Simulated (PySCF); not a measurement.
**Name the molecule from its bond curve**

A diatomic of charge 0 contains Sb. Its doublet curve at UHF in a triple-zeta basis (scalar-relativistic core potentials, PySCF), in eV from the separated fragments:

```
R (Å)  E (eV)
1.558   1.441
1.631   0.411
1.703  -0.080
1.758  -0.193
1.812  -0.146
1.866   0.023
1.939   0.382
2.029   0.966
2.138   1.764
2.283   2.781
```

The fit gives ωe = 998 cm⁻¹ and the rotational constant Bₑ = 0.3825 cm⁻¹.

Question: Which atom is the partner?

Answer: The minimum lies at 1.766 Å, so the reduced mass is 16.8576 u Å² cm⁻¹/(Bₑ·Re²) = 14.13 u. With Sb at 120.90 u the partner weighs about 16.0 u: O. The molecule is SbO.

Spin–orbit coupling is left out. The state is the lowest determinant that a PBE0 search found; another state may lie lower at other levels.
